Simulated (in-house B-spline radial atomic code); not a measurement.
The numbers below are computed, except where a source is named.
**Cu in an electron gas of r_s = 2.07: phase shifts, screening, friction and resistivity**

A nucleus sits in a uniform electron gas with a rigid positive background. The Kohn-Sham equations are solved self-consistently in the spin-unpolarised LDA (PW92), non-relativistic, on B-splines with outgoing waves at the boundary and partial waves to l = 8. The model has no lattice, no bands and no magnetic solution. Atomic units; δ_l are the phase shifts at the Fermi level, counted so that each bound state adds π, and good to about 0.0005.

The density parameter is r_s = 2.07 bohr, near that of the valence electrons of Al (3 per atom, density 2.7 g/cm³, mass 26.98 u, which gives r_s = 2.07).

| l | δ_l (rad) |
| --- | --- |
| 0 | 9.5039 |
| 1 | 6.7230 |
| 2 | 3.1056 |
| 3 | 0.0376 |
| 4 | 0.0076 |
| 5 | 0.0013 |
| 6 | 0.0003 |
| 7 | 0.0000 |
| 8 | 0.0000 |

Bound levels below the band bottom (hartree): s -320.4, s -37.77, p -33.11, s -3.714, p -2.266.

Task: Check the Friedel sum rule, and say where the screening charge sits.

Result: k_F = (9π/4)^(1/3)/r_s = 0.92713. The rule is Z = (2/π) Σ (2l + 1) δ_l. The terms are s 6.050, p 12.840, d 9.885, f 0.168 and 0.055 beyond, in all 28.998 against Z = 29. Bound states hold 6 s, 12 p, 0 d electrons, so the scattering states carry 11.00 in all.

Task: Find the transport cross section and the electronic stopping of a 10 keV Cu ion (mass 63.55 u).

Result: σ_tr = (4π/k_F²) Σ (l + 1) sin²(δ_l − δ_(l+1)). The terms for l = 0 to 3 are 0.1246, 0.4196, 0.0162, 0.0036, all together 0.5642, so σ_tr = 14.619 × 0.5642 = 8.248 bohr². With n = 3/(4π r_s³) = 0.02692, the friction coefficient is Q = n k_F σ_tr = 0.2058. For v well below v_F = 0.927, dE/dx = Q v; with 24801 eV per u at v = 1, v = √(10000/(24801 × 63.55)) = 0.0797, so dE/dx = 0.01640 hartree/bohr = 8.43 eV/nm. The largest term couples the p and d waves.

Task: What residual resistivity would 1 atomic per cent of such centres give in Al?

Result: Δρ = k_F n_i σ_tr/n in atomic units of 21.74 μΩ·cm. With one host atom per 3 electrons, n_i/n = 0.01/3, so Δρ = 0.9271 × 0.00333 × 8.248 × 21.74 = 0.55 μΩ·cm. This is an atom added to the gas, as on an interstitial site.

Task: On a substitutional site the background of one host ion, a sphere holding 3 charges, is taken out. The phase shifts for l = 0 to 4 become 8.9376, 6.0641, 2.8312, -0.0452, -0.0109. What follows?

Result: The Friedel sum is now 26.00, for Z − 3 = 26. The sum in σ_tr is 0.2980, so σ_tr = 4.36 bohr² and Δρ = 0.29 μΩ·cm per atomic per cent, 0.53 times the value above. A real host ion scatters too, so this model doesn't give zero even for the host's own atom.
